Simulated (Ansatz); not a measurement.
Conformers of BrFHOSn, SMILES `[OH][Sn]([F])[Br]` radical, each relaxed with PBE0-D4/def2-TZVP in Ansatz. CBS adds the triple-zeta coupled-cluster correction to the MP2 limit.

Elements past krypton have def2 core potentials. Outer-core shells of Br, Sn are correlated without core-valence functions. Scalar relativity is left out up to krypton. Spin–orbit coupling is left out.

Not all of them had a frequency check.

Conformer A:

Cartesian coordinates in Å:
```
O 0.633 0.844 -0.978
Sn 0.199 -0.765 0.052
F -1.728 -0.725 0.064
Br 1.009 -0.472 2.387
H -0.113 1.119 -1.525
```

Conformer B:

Z-matrix (Å, degrees):
```
Sn
O 1 1.960
Br 1 2.500 2 110.4
F 1 1.915 2 101.1 3 -113.8
H 2 0.963 1 113.2 3 -51.3
```

Task: Which is lowest in electronic energy at CCSD(T)/CBS (frozen core, def2 sets), and by how much? (Best estimate.)

Result: The calculation gave: A; B lies 1.5 kJ/mol higher. Gaps under about 2 kJ/mol don't settle the order.

Task: Give the energies relative to A (kJ/mol) with ωB97X-V/def2-TZVPP, B2PLYP/def2-TZVPP, PBE0/def2-TZVPP, B3LYP/def2-TZVPP, SCS-MP2/def2-TZVPP, SCS-MP2/def2-QZVPP, HF/CBS(def2). (Estimate.)

Result: Computed: 
```csv
level,B
ωB97X-V/def2-TZVPP,2.0
B2PLYP/def2-TZVPP,1.7
PBE0/def2-TZVPP,1.5
B3LYP/def2-TZVPP,1.7
SCS-MP2/def2-TZVPP,1.7
SCS-MP2/def2-QZVPP,1.5
HF/CBS(def2),1.8
```

B3LYP here is the variant with VWN-RPA as its local correlation; programs differ in this.
